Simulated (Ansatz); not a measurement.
H$_{2}$FGaS$_{2}$ (SMILES [F][Ga]([SH])[SH]), singlet, at a GFN2-xTB geometry (such geometries of metal compounds can be far from the true shape).

Here is a job for Ansatz (an electronic-structure program).
Ansatz 0.2 input:
```yaml
crystal:
  periodic: [false, false, false]
  atoms:
    - {symbol: Ga, position_ang: [0.06822342, -0.20562114, 0.04036907]}
    - {symbol: F, position_ang: [0.77196723, -1.71692681, 0.63664616]}
    - {symbol: S, position_ang: [0.60855395, 1.52662489, 1.35144876]}
    - {symbol: H, position_ang: [1.30607532, 0.72351317, 2.14741420]}
    - {symbol: S, position_ang: [-1.17011166, -0.27279812, -1.81313225]}
    - {symbol: H, position_ang: [-1.38378321, 1.04185505, -1.74173494]}
basis:
  gaussian:
    orbitals: def2-SV_P_.json
hamiltonian:
  xc: r2scan
```
The basis file holds def2-SV(P) in the JSON format of the Basis Set Exchange.

Predict the number of basis functions from R2SCAN/def2-SV(P) in Ansatz.

86

What total energy does R2SCAN/def2-SV(P) give?

-2821.7167 Eh
